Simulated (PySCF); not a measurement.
F$_{6}$Si$_{2}$, triplet, at the geometry of the source list (a higher spin typed on purpose: for a closed-shell molecule this is an excited state); PBE/6-31G** in PySCF.

The PySCF input:
```python
from pyscf import gto, scf, dft

mol = gto.M(
    atom='''
F     1.904600   -0.277000   -1.236200
Si    1.115600   -0.064700    0.119500
F     1.778100    1.223300    0.758000
F     1.603800   -1.252800    1.044400
Si   -1.115600    0.064700   -0.119500
F    -1.603800    1.252800   -1.044400
F    -1.778100   -1.223300   -0.758000
F    -1.904600    0.277000    1.236200
''',
    basis='6-31g**',
    charge=0,
    spin=2,
    verbose=4,
)

mf = dft.UKS(mol)
mf.xc = 'pbe'
mf.kernel()
```

Problem. Predict the main parts of the log of this PySCF run.

Solution. 
```
PySCF version 2.14.0

[INPUT] verbose = 4
[INPUT] num. atoms = 8
[INPUT] num. electrons = 82
[INPUT] charge = 0
[INPUT] spin (= nelec alpha-beta = 2S) = 2
[INPUT] symmetry False subgroup None
[INPUT] Mole.unit = angstrom
[INPUT] Symbol           X                Y                Z      unit          X                Y                Z       unit  Magmom
[INPUT]  1 F      1.904600000000  -0.277000000000  -1.236200000000 AA    3.599172376847  -0.523454136505  -2.336079435187 Bohr   0.0
[INPUT]  2 Si     1.115600000000  -0.064700000000   0.119500000000 AA    2.108178464565  -0.122265280259   0.225822271886 Bohr   0.0
[INPUT]  3 F      1.778100000000   1.223300000000   0.758000000000 AA    3.360122022089   2.311701968180   1.432412402420 Bohr   0.0
[INPUT]  4 F      1.603800000000  -1.252800000000   1.044400000000 AA    3.030742758577  -2.367448888855   1.973629964496 Bohr   0.0
[INPUT]  5 Si    -1.115600000000   0.064700000000  -0.119500000000 AA   -2.108178464565   0.122265280259  -0.225822271886 Bohr   0.0
[INPUT]  6 F     -1.603800000000   1.252800000000  -1.044400000000 AA   -3.030742758577   2.367448888855  -1.973629964496 Bohr   0.0
[INPUT]  7 F     -1.778100000000  -1.223300000000  -0.758000000000 AA   -3.360122022089  -2.311701968180  -1.432412402420 Bohr   0.0
[INPUT]  8 F     -1.904600000000   0.277000000000   1.236200000000 AA   -3.599172376847   0.523454136505   2.336079435187 Bohr   0.0

nuclear repulsion = 620.572874465378
number of shells = 52
number of NR pGTOs = 264
number of NR cGTOs = 120
basis = 6-31g**
ecp = {}

******** <class 'pyscf.dft.uks.UKS'> ********
method = UKS
initial guess = minao
damping factor = 0
level_shift factor = 0
DIIS = <class 'pyscf.scf.diis.CDIIS'>
diis_start_cycle = 1
diis_space = 8
diis_damp = 0
SCF conv_tol = 1e-09
SCF conv_tol_grad = None
SCF max_cycles = 50
direct_scf = True
direct_scf_tol = 1e-13
number electrons alpha = 42  beta = 40
XC library pyscf.dft.libxc version 7.1.2
    S. Lehtola, C. Steigemann, M. J. T. Oliveira, and M. A. L. Marques,  SoftwareX 7, 1–5 (2018)
XC functionals = pbe
    J. P. Perdew, K. Burke, and M. Ernzerhof,  Phys. Rev. Lett. 77, 3865 (1996)
    J. P. Perdew, K. Burke, and M. Ernzerhof,  Phys. Rev. Lett. 78, 1396 (1997)
    J. P. Perdew, K. Burke, and M. Ernzerhof,  Phys. Rev. Lett. 77, 3865 (1996)
    J. P. Perdew, K. Burke, and M. Ernzerhof,  Phys. Rev. Lett. 78, 1396 (1997)
radial grids:
    Treutler-Ahlrichs [JCP 102, 346 (1995); DOI:10.1063/1.469408] (M4) radial grids

becke partition: Becke, JCP 88, 2547 (1988); DOI:10.1063/1.454033
pruning grids: <function nwchem_prune>
grids dens level: 3
symmetrized grids: False
atomic radii adjust function: <function treutler_atomic_radii_adjust>
small_rho_cutoff = 0
Set gradient conv threshold to 3.16228e-05
tot grids = 123936
init E= -1178.36111321056

cycle= 1 E= -1176.91608706167  delta_E= 1.45  |g|= 0.952  |ddm|= 2.29

cycle= 2 E= -1175.24748877035  delta_E= 1.67  |g|= 2.34  |ddm|= 2.45

cycle= 3 E= -1177.24219254563  delta_E= -1.99  |g|= 0.0715  |ddm|= 1.95

cycle= 4 E= -1177.24234359009  delta_E= -0.000151  |g|= 0.0764  |ddm|=  0.2

cycle= 5 E= -1177.24510280221  delta_E= -0.00276  |g|= 0.0428  |ddm|= 0.118

cycle= 6 E= -1177.24583335412  delta_E= -0.000731  |g|= 0.00456  |ddm|= 0.0563

cycle= 7 E= -1177.24584471296  delta_E= -1.14e-05  |g|= 0.00271  |ddm|= 0.0238

cycle= 8 E= -1177.24584909668  delta_E= -4.38e-06  |g|= 0.00154  |ddm|= 0.0148

cycle= 9 E= -1177.24585380951  delta_E= -4.71e-06  |g|= 0.00104  |ddm|= 0.0204

cycle= 10 E= -1177.24585691316  delta_E= -3.1e-06  |g|= 0.00104  |ddm|= 0.0154

cycle= 11 E= -1177.2458582773  delta_E= -1.36e-06  |g|= 0.00104  |ddm|= 0.00676

cycle= 12 E= -1177.2458579919  delta_E= 2.85e-07  |g|= 0.00103  |ddm|= 0.00144

cycle= 13 E= -1177.24583334165  delta_E= 2.47e-05  |g|= 0.00112  |ddm|= 0.126

cycle= 14 E= -1177.24584086426  delta_E= -7.52e-06  |g|= 0.000999  |ddm|= 0.0395

cycle= 15 E= -1177.24547769172  delta_E= 0.000363  |g|= 0.0243  |ddm|= 0.675

cycle= 16 E= -1177.24581018165  delta_E= -0.000332  |g|= 0.00282  |ddm|= 0.521

cycle= 17 E= -1177.24582450504  delta_E= -1.43e-05  |g|= 0.00201  |ddm|= 0.0862

cycle= 18 E= -1177.24582652912  delta_E= -2.02e-06  |g|= 0.00198  |ddm|= 0.0121

cycle= 19 E= -1177.24583736185  delta_E= -1.08e-05  |g|= 0.00185  |ddm|= 0.0585

cycle= 20 E= -1177.24583653753  delta_E= 8.24e-07  |g|= 0.00181  |ddm|= 0.00484

cycle= 21 E= -1177.24580181136  delta_E= 3.47e-05  |g|= 0.00299  |ddm|= 0.259

cycle= 22 E= -1177.24582108012  delta_E= -1.93e-05  |g|= 0.00157  |ddm|= 0.166

cycle= 23 E= -1177.24579943796  delta_E= 2.16e-05  |g|= 0.00374  |ddm|= 0.255

cycle= 24 E= -1177.24577003779  delta_E= 2.94e-05  |g|= 0.00983  |ddm|= 0.202

cycle= 25 E= -1177.24580661631  delta_E= -3.66e-05  |g|= 0.0019  |ddm|= 0.324

cycle= 26 E= -1177.24580378301  delta_E= 2.83e-06  |g|= 0.00252  |ddm|= 0.11

cycle= 27 E= -1177.24580660168  delta_E= -2.82e-06  |g|= 0.000928  |ddm|= 0.0326

cycle= 28 E= -1177.24580712257  delta_E= -5.21e-07  |g|= 8.01e-05  |ddm|= 0.0172

cycle= 29 E= -1177.24580710835  delta_E= 1.42e-08  |g|= 3.62e-05  |ddm|= 0.00692

cycle= 30 E= -1177.24580710906  delta_E= -7.07e-10  |g|= 1.19e-05  |ddm|= 0.000299

Extra cycle  E= -1177.24580710906  delta_E= 4.55e-13  |g|= 1.63e-05  |ddm|= 3.67e-05
converged SCF energy = -1177.24580710906  <S^2> = 2.0014316  2S+1 = 3.0009543
```
